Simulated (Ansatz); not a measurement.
Stepwise reaction of `[AlH2][O][SiH3]` with water, as a gas-phase model of exchange steps in deposition or etching. ΔE in kJ/mol.

Program: Ansatz. Geometries: PBE0-D4/def2-TZVP. ΔE: electronic, gas phase. CBS: MP2 limit from def2 TZ/QZ plus the TZ coupled-cluster correction, frozen cores. This one scheme is used for every species. DFT in def2-TZVPP. B3LYP here is the variant with VWN-RPA as its local correlation; programs differ in this. One conformer a species, not always the lowest.

| step | reaction | PBE-D4 | B3LYP-D4 | ωB97M-V | CCSD(T)/CBS |
| --- | --- | --- | --- | --- | --- |
| 2 | `O[SiH2][O][AlH2]` + H₂O → `O[SiH](O)[O][AlH2]` + H₂ | -95.6 | -101.5 | -103.0 | -100.1 |
| 3 | `O[SiH](O)[O][AlH2]` + H₂O → `O[Si](O)(O)[O][AlH2]` + H₂ | -92.8 | -100.2 | -101.4 | -98.2 |

Task: Give the row of step 1, `[AlH2][O][SiH3]` + H₂O → `O[SiH2][O][AlH2]` + H₂. (Best estimate.)

Result: Computed: 
| step | reaction | PBE-D4 | B3LYP-D4 | ωB97M-V | CCSD(T)/CBS |
| --- | --- | --- | --- | --- | --- |
| 1 | `[AlH2][O][SiH3]` + H₂O → `O[SiH2][O][AlH2]` + H₂ | -87.2 | -92.4 | -93.5 | -91.1 |

Task: By hand: ΔE of the 3 steps together at CCSD(T)/CBS.

Result: (-91.1) + (-100.1) + (-98.2) = -289.4 kJ/mol, or -96.5 kJ/mol a step.

In ΔE step 2 is the lowest and step 1 the highest. All are downhill at CCSD(T)/CBS. PBE-D4 differs from CCSD(T)/CBS by 3.9 to 5.4 kJ/mol a step. Isolated molecules leave out the surface, adducts and barriers. Largest T1 diagnostic: 0.012.
